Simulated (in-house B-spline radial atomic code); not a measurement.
Radial electron density of Gd3+, [Xe] 4f6 9d1. Computed with a B-spline radial code for spherical atoms: Dirac-Hartree-Fock, average of configuration, Fermi nucleus of rms radius 5.1569 fm.

Columns: r (bohr), 4πr²n(r) (electrons per bohr), bar.

```
 0.00088    3.379 #
 0.00114     5.17 ##
 0.00148    7.858 ###
 0.00191    11.68 #####
 0.00248    17.23 #######
 0.00321    24.78 ##########
 0.00416     34.7 ##############
 0.00538    46.81 ##################
 0.00697    60.45 ########################
 0.00903    73.71 #############################
  0.0117    83.71 #################################
  0.0152    87.54 ##################################
  0.0196     84.5 #################################
  0.0254    78.52 ###############################
  0.0329    78.07 ###############################
  0.0427     89.6 ###################################
  0.0553      107 ##########################################
  0.0716    112.5 ############################################
  0.0927    98.39 ######################################
    0.12    85.09 #################################
   0.156    93.46 #####################################
   0.202    98.89 #######################################
   0.261    72.01 ############################
   0.338    43.39 #################
   0.438    45.69 ##################
   0.568    47.91 ###################
   0.735    31.03 ############
   0.952    16.47 ######
    1.23     11.2 ####
     1.6    6.741 ###
    2.07    2.445 #
    2.68   0.4535 
    3.47  0.06099 
     4.5 0.005245 
    5.83  0.02187 
    7.55  0.01865 
    9.78  0.02705 
    12.7  0.02149 
    16.4   0.0594 
    21.3  0.08001 
    27.5 0.006414 
    35.7 3.55e-05 
    46.2 1.004e-08 
    59.4 2.203e-14
```

On this grid the curve has 7 maxima, near 0.0152, 0.0716, 0.202, 0.568, 5.83, 9.78, 21.3 bohr.

The 4f5/2 radial function P(r) = rR(r), positive near the nucleus, with its small component Q(r) (sign convention: Q ≈ (P' + κP/r)/2c):

| r (bohr) | P | Q |
| --- | --- | --- |
| 0.0329 | 0.002499 | 0.00171 |
| 0.0553 | 0.01402 | 0.005591 |
| 0.0927 | 0.06603 | 0.01487 |
| 0.156 | 0.2449 | 0.02971 |
| 0.261 | 0.637 | 0.03969 |
| 0.438 | 1.073 | 0.03136 |
| 0.735 | 1.059 | 0.01278 |
| 1.23 | 0.5918 | 0.002248 |
| 2.07 | 0.1664 | -7.957e-05 |
| 3.47 | 0.01634 | -5.142e-05 |
